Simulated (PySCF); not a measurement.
A geometry optimisation on Ge(SMe)2Cl2 (`C[S][Ge]([Cl])([Cl])[S]C`).

Method: PBE0-D3(BJ)/def2-SVP geometry optimisation, gas phase (PySCF 2.14.0). Start geometry: GFN2-xTB. The input is one job of a driver script: a line of settings, then coordinates in Å.

Command:
```bash
OMP_NUM_THREADS=1 python probes_run.py task.json out
```

Input:
```
{"job": {"xc": "PBE0", "basis": "def2-SVP", "d3": "d3bj", "grid": 1, "maxiter": 40, "shake": 0.03, "kind": "geom"}, "charge": 0, "multiplicity": 1}
Ge     0.207310    -0.080390     0.117410
S      0.051150    -0.015110     2.353330
C     -1.793410     0.160660     2.580910
H     -1.984080     1.102510     2.155820
H     -1.885670     0.167690     3.650230
H     -2.262120    -0.670320     2.170570
S      2.276810    -0.013590    -0.717150
C      1.930170    -0.148110    -2.515910
H      1.343640    -1.073680    -2.633080
H      2.842320    -0.192030    -2.962960
H      1.283920     0.683660    -2.814480
Cl    -0.941260     1.694420    -0.652380
Cl    -1.038160    -1.667820    -0.710100
```

Output:
```
step   0  E = -3871.95994701  max force = 0.076055
step   1  E = -3871.97826506  max force = 0.014526
step   2  E = -3871.97943565  max force = 0.003302
step   3  E = -3871.97955518  max force = 0.001304
step   4  E = -3871.97956043  max force = 0.000535
step   5  E = -3871.97955518  max force = 0.000697
step   6  E = -3871.97955442  max force = 0.000711
step   7  E = -3871.97956108  max force = 0.000232
optimisation converged
```

Energies in Eh; «max force» is the largest Cartesian gradient component in Eh/bohr.

**Question.** How much energy does the optimisation release, in eV?

**Answer.** E(step 0) − E(last step) = 0.019614 Eh, which is 0.534 eV.

Main results: final energy -3871.97956 Eh after 7 steps; dipole 0.44 D.

Time: 88 s wall; peak memory 0.75 GiB. Hardware: one thread of an Intel Xeon 6975P-C, shared host with 192 logical CPUs at a one-minute load of 65.
Labels such as C1 count atoms from 1, the log's own numbers from 0.
